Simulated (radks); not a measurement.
These are the eigenvalues of the occupied orbitals of an atom or ion with whole-number occupations (hartree). Calculated with a radial shooting solver on a logarithmic mesh with Libxc functionals: scalar-relativistic Kohn-Sham, r2SCAN, spin-unpolarised, spherical densities, finite nucleus; meta-GGA in the generalised Kohn-Sham scheme; Fermi nuclear charge, rms radius of each element as measured or else 0.836 A^(1/3) + 0.57 fm.

1s: -1539.301
2s: -248.5425
2p: -222.2922
3s: -54.06430
3p: -45.70285
3d: -33.97319
4s: -11.03807
4p: -8.29156
4d: -4.35035
5s: -1.69466
5p: -1.03282
6s: -0.29185
4f: -0.24329

Which element is it, and in what charge state? The configuration may be excited.

Answer. Z = 59, praseodymium, charge +1: Pr+ in [Xe] 4f3 6s1. The list shows which subshells hold electrons but not how many an open one holds; the 1s level, -1539.3 hartree, gives Z - s = 55.5 by -(Z - s)^2/2, which with screening and relativity narrows Z to a few neighbours, and the depths of the outer levels then fix element, charge and occupations together.
